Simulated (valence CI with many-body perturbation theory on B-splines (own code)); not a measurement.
## Ti I: calculated level list

Method: configuration interaction combined with many-body perturbation theory (CI+MBPT): four valence electrons over a frozen Dirac-Fock core [Ar], radial functions for each j: 9 s, 9 p, 10 d, 8 f, 5 g, 3 h, 1 i, with the one-electron correlation potential Σ1 (screened to all orders), the two-electron term Σ2, the three-electron term Σ3, Breit, model QED; selected single and double excitations, second order for the rest, scaled by the run's own slope (own B-spline code, finite nucleus).

Set against measurement, 41 paired levels are off by 376 cm⁻¹ on average, the worst by 558. These come from a selection out of the NIST Handbook of Basic Atomic Spectroscopic Data. Levels without a partner in it may be off by more, other configurations by 1,000 to 4,000 cm⁻¹. Among the levels kept, up to 670 cm⁻¹ of a level comes from second order outside the variational space, and about a tenth of that is noise between levels of different J, which matters for small intervals.

Levels 46 to 64 of 64, with energies above the lowest level, 3d²4s² ³F_2. "Leading %" is the weight of the configuration and term that name the level; weights of strongly mixed levels are sums over their largest components and can fall short. In the jj column 3d3/2^4 stands for four electrons in 3d with j = 3/2. Lifetimes count E1, E2, E3, M1 and M2 decay at the calculated energies, and are blank where another channel may lead or the interval is too uncertain; long ones can be off by a factor of two.

| No. | Configuration | Term | J | E (cm⁻¹) | Leading % | Second component | Leading jj | Lifetime |
| --- | --- | --- | --- | --- | --- | --- | --- | --- |
| 46 | 3d²4s4p | ⁵D° | 3 | 18261 | 90 |  | 3d3/2 3d5/2 4s 4p3/2 (39 %) | 445 ns |
| 47 | 3d²4s4p | ⁵D° | 4 | 18364 | 91 |  | 3d5/2^2 4s 4p1/2 (41 %) | 453 ns |
| 48 | 3d³4s | ³P | 1 | 18378 | 84 |  | 3d3/2^2 3d5/2 4s (40 %) | 179 ms |
| 49 | 3d³4s | ³P | 0 | 18392 | 84 |  | 3d3/2 3d5/2^2 4s (74 %) | 159 ms |
| 50 | 3d³4s | ³P | 2 | 18427 | 86 |  | 3d3/2 3d5/2^2 4s (50 %) | 186 ms |
| 51 | 3d²4s4p | ³F° | 2 | 18886 | 88 |  | 3d3/2 3d5/2 4s 4p3/2 (45 %) | 209 ns |
| 52 | 3d²4s4p | ³F° | 3 | 18988 | 88 |  | 3d3/2 3d5/2 4s 4p3/2 (30 %) | 211 ns |
| 53 | 3d²4s4p | ³F° | 4 | 19143 | 89 |  | 3d5/2^2 4s 4p3/2 (40 %) | 222 ns |
| 54 | 3d²4s4p | ³D° | 1 | 19473 | 85 |  | 3d3/2 3d5/2 4s 4p3/2 (53 %) | 184 ns |
| 55 | 3d²4s4p | ³D° | 2 | 19542 | 85 |  | 3d5/2^2 4s 4p3/2 (25 %) | 198 ns |
| 56 | 3d²4s4p | ³D° | 3 | 19662 | 85 |  | 3d5/2^2 4s 4p3/2 (43 %) | 209 ns |
| 57 | 3d³4s | ¹P | 1 | 19830 | 86 |  | 3d5/2^3 4s (36 %) | 876 ms |
| 58 | 3d³4s | ¹D | 2 | 20043 | 81 | 4 % 3d²4s² ¹D | 3d3/2 3d5/2^2 4s (35 %) | 236 ms |
| 59 | 3d³4s | ¹H | 5 | 20052 | 88 |  | 3d3/2 3d5/2^2 4s (65 %) | 12.9 s |
| 60 | 3d²4s4p | ³G° | 3 | 21131 | 92 |  | 3d3/2 3d5/2 4s 4p1/2 (39 %) | 365 ns |
| 61 | 3d²4s4p | ³G° | 4 | 21249 | 92 |  | 3d3/2^2 4s 4p3/2 (27 %) | 342 ns |
| 62 | 3d²4s4p | ³G° | 5 | 21395 | 92 |  | 3d5/2^2 4s 4p3/2 (37 %) | 322 ns |
| 63 | 3d²4s4p | ¹D° | 2 | 21661 | 85 | 5 % 3d4s²4p ¹D° | 3d5/2^2 4s 4p3/2 (32 %) | 1.31 μs |
| 64 | 3d²4s4p | ¹F° | 3 | 22150 | 91 |  | 3d3/2 3d5/2 4s 4p3/2 (31 %) | 828 ns |
